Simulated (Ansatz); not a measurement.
Isolated molecules relaxed with PBE0-D4/def2-TZVP in Ansatz; ΔE leaves out vibrations. CCSD(T)/CBS adds triple-zeta CCSD(T) − MP2 to the extrapolated MP2 energy (def2 sets, frozen cores). This one scheme is used for every species. DFT in def2-TZVPP. For Se outer-core shells are correlated without core-valence functions, which leaves a few kJ/mol of doubt a bond. Scalar relativity is left out up to krypton. Each species was taken in one conformer, which may not be the lowest.

Consider the redistribution: `CC[Se][SiH2]C` + `NB(O)O` → `CC[Se]B(O)O` + `C[SiH2]N`.

```
 level  ΔE (eV)
PBE-D4     0.54
B2PLYP     0.50
```

Task: What does CCSD(T)/CBS give? (Estimate.)

Result: Ansatz gave: +0.51 eV. The listed levels differ from it by 0.03, -0.01 eV.

Largest T1 diagnostic among the species: 0.011.

In def2-TZVPP, CCSD(T) changes the Hartree–Fock value by −0.08 eV (the triples alone add −0.02 eV) and MP2 by −0.09 eV.
